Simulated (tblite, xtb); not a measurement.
Br$_{2}$In (SMILES [Br][In+][Br]), charge +1, singlet, geometry from GFN2-xTB (such geometries of metal compounds can be far from the true shape). Base run: GFN1-xTB (xtb).

Geometry (Å):
```xyz
3

In     0.0000     0.0000     0.0000
Br     0.0000     0.0000    -2.5117
Br     0.0000     0.0000     2.5117
```
Charge +1, spin multiplicity 1.
All else is at xtb's defaults.
Base energy -8.88879 Eh.

Programs used: tblite, xtb; a row that names a program was run with it.

The base run was repeated with changes; each row names its change, and settings that it needs were set with it.

```json
[
 {"change": "base", "ΔE vs base (kcal/mol)": "0.000", "HOMO-LUMO gap (eV)": "2.69", "G_solv (kcal/mol)": "-", "SCF cycles": "8"},
 {"change": "acc = 30", "ΔE vs base (kcal/mol)": "0.000", "HOMO-LUMO gap (eV)": "2.69", "G_solv (kcal/mol)": "-", "SCF cycles": "6"},
 {"change": "program = tblite; method = gfn1", "ΔE vs base (kcal/mol)": "0.010", "HOMO-LUMO gap (eV)": "-", "G_solv (kcal/mol)": "-", "SCF cycles": "-"},
 {"change": "program = tblite; method = gfn1; option = (--alpb, water)", "ΔE vs base (kcal/mol)": "[?]", "HOMO-LUMO gap (eV)": "-", "G_solv (kcal/mol)": "-", "SCF cycles": "-"},
 {"change": "acc = 1000", "ΔE vs base (kcal/mol)": "0.000", "HOMO-LUMO gap (eV)": "2.69", "G_solv (kcal/mol)": "-", "SCF cycles": "5"},
 {"change": "acc = 0.1", "ΔE vs base (kcal/mol)": "0.000", "HOMO-LUMO gap (eV)": "2.69", "G_solv (kcal/mol)": "-", "SCF cycles": "8"},
 {"change": "program = tblite; method = gfn1; option = --grad", "ΔE vs base (kcal/mol)": "0.010", "HOMO-LUMO gap (eV)": "-", "G_solv (kcal/mol)": "-", "SCF cycles": "-"},
 {"change": "etemp = 10000", "ΔE vs base (kcal/mol)": "[?]", "HOMO-LUMO gap (eV)": "[?]", "G_solv (kcal/mol)": "-", "SCF cycles": "7"},
 {"change": "gbsa = chcl3", "ΔE vs base (kcal/mol)": "-48.16", "HOMO-LUMO gap (eV)": "2.70", "G_solv (kcal/mol)": "-48.23", "SCF cycles": "8"},
 {"change": "gbsa = thf", "ΔE vs base (kcal/mol)": "-48.14", "HOMO-LUMO gap (eV)": "2.70", "G_solv (kcal/mol)": "-48.21", "SCF cycles": "8"},
 {"change": "file = coord", "ΔE vs base (kcal/mol)": "0.000", "HOMO-LUMO gap (eV)": "2.69", "G_solv (kcal/mol)": "-", "SCF cycles": "8"},
 {"change": "etemp = 1000", "ΔE vs base (kcal/mol)": "0.000", "HOMO-LUMO gap (eV)": "2.69", "G_solv (kcal/mol)": "-", "SCF cycles": "8"}
]
```

Question: Some entries are withheld; supply them.

Answer: 
- program = tblite; method = gfn1; option = (--alpb, water), ΔE vs base (kcal/mol): -41.87
- etemp = 10000, ΔE vs base (kcal/mol): -30.86
- etemp = 10000, HOMO-LUMO gap (eV): 2.73

ALPB and GBSA are two models with their own fitted parameters for each solvent, which aren't always the measured dielectric constant.
